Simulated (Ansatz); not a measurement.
Ansatz (a program for electronic structure) input:

Ansatz 0.2 input:
```yaml
crystal:
  periodic: [false, false, false]
  atoms:
    - {symbol: C, position_ang: [-0.00529041, -1.48424419, -0.02858904]}
    - {symbol: N, position_ang: [1.18390376, -0.75468259, -0.05939923]}
    - {symbol: C, position_ang: [1.17032292, 0.57143889, -0.03316372]}
    - {symbol: C, position_ang: [0.00472241, 1.32489047, 0.02551962]}
    - {symbol: C, position_ang: [-1.16622566, 0.57806317, 0.05530507]}
    - {symbol: N, position_ang: [-1.18925972, -0.74795450, 0.03045591]}
    - {symbol: H, position_ang: [2.14140852, 1.07752985, -0.06006219]}
    - {symbol: H, position_ang: [0.00859154, 2.41038970, 0.04642816]}
    - {symbol: H, position_ang: [-2.13368387, 1.08965005, 0.10180572]}
basis:
  gaussian:
    orbitals: aug-cc-pVTZ
total_charge: -1
magnetization: {spin_polarized: false}
correlation: {method: ccsd_t, electrons: outside_noble_gas}
```

### Question
Which total energy does the run end on?

### Answer
-263.23393 Eh (CCSD(T)/aug-cc-pVTZ). The basis has 345 functions.

It need not be the lowest isomer of its formula. Whether it binds its extra electron was not tested at this geometry.
